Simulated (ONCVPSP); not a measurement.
**Building the ONCV potential for S (PBE, scalar-relativistic).**

- Element: S
- Generator: ONCVPSP 4.0.1
- Type: optimised norm-conserving Vanderbilt (ONCV)
- Functional: PBE
- Relativity: scalar-relativistic
- Frozen core: [He]
- Valence charge: 14
- Reference configuration: 2s2 2p6 3s2 3p3 (charge +1)
- Partial waves: 2s+3s: rc 0.70 bohr, ncon 4, nbas 9, qcut 13.2 1/bohr, 3 projectors, debl 1.9 Ha; 2p+3p: rc 0.90 bohr, ncon 3, nbas 6, qcut 17.1 1/bohr, 2 projectors; d scattering state at 0.04 Ha: rc 0.70 bohr, ncon 5, nbas 8, qcut 13.4 1/bohr, 3 projectors, debl 0.8 Ha
- Local potential: polynomial inside 0.65 bohr (lpopt 5, dvloc0 3 Ha)
- Core correction: Teter function fitted to the true core (icmod 2), fcfact 0.55

Calculated quality:

| Quantity | Value |
| --- | --- |
| Cutoffs needed | 110 Ha and 133 Ha (the cutoffs (Ha) at which the residual kinetic energy of the hardest occupied pseudo-wave falls to 1 and 0.1 mHa per electron) |
| Ghost test | ghosts flagged at negative energy: d at -1043.7 eV; GHOST(+) flags only above 600 eV; a true bound ghost makes a file unfit for plane-wave use |
| Largest excitation error | +21 meV (all-electron minus pseudo) for 2s2 2p6 3s2 3p0, out of 4 test configurations |
| rms error of d²Exc/dni dnj | 1.39 mHa without and 2.38 mHa with the model core |

Generation and tests took about 5.6 s on one core of a shared server CPU.
